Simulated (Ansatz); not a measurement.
Total energies of `C#[C][GeH2][NH2]`.

```xyz
9

C     2.2433    0.9231    0.2589
C     1.1042    0.6760   -0.0517
Ge   -0.7032    0.2495   -0.5167
N    -1.3501   -1.2156    0.3778
H     3.2499    1.1441    0.5313
H    -0.7413   -0.0643   -2.0160
H    -1.5801    1.4493   -0.1434
H    -0.8421   -2.0670    0.1785
H    -1.3807   -1.0949    1.3813
```

Total charge 0; spin multiplicity 1. Correlated methods include outer-core shells of Ge, which these sets cover unevenly. Scalar relativity is left out up to krypton. The structure was optimised at the PBE0-D4/def2-TZVP level. It is one conformer, not always the lowest. Basis def2-TZVPP, Ansatz.

RPA on PBE orbitals: Hartree–Fock energy of these orbitals -2208.41282 Eh, correlation -1.23507 Eh (frozen core).

```csv
functional,energy without D4 (Eh),D4 term (kJ/mol)
LDA (SPW92),-2206.61270,–
BLYP,-2210.97449,-34.1
r2SCAN,-2210.87982,-3.8
B97M-V,-2210.57583,–
PBE0,-2210.54234,-13.2
B3LYP,-2211.02285,-25.2
HSE06 (plane-wave form),-2210.53530,-12.3
BHLYP,-2210.86845,-19.8
CAM-B3LYP,-2211.02172,-13.4
LC-ωPBE,-2210.60206,–
ωB97X-V,-2210.73804,–
ωB97M-V,-2210.79644,–
B2PLYP,-2210.49244,–
PBE-QIDH,-2210.19866,–
```

**Question.** Give the same for PBE, revPBE, r2SCANh, r2SCAN0. (Estimate.)

**Answer.** The calculation gave: 
| functional | energy without D4 (Eh) | D4 term (kJ/mol) |
| --- | --- | --- |
| PBE | -2210.47746 | -15.6 |
| revPBE | -2210.76923 | -45.9 |
| r2SCANh | -2210.86464 | -4.1 |
| r2SCAN0 | -2210.84315 | -4.5 |

B3LYP takes the VWN-RPA correlation (the form of Gaussian; ORCA's B3LYP/G). HSE06 is the plane-wave form, built on full-range PBE exchange. The double hybrids freeze the cores in their second-order part.

LC-ωPBE has ω = 0.4 bohr⁻¹.
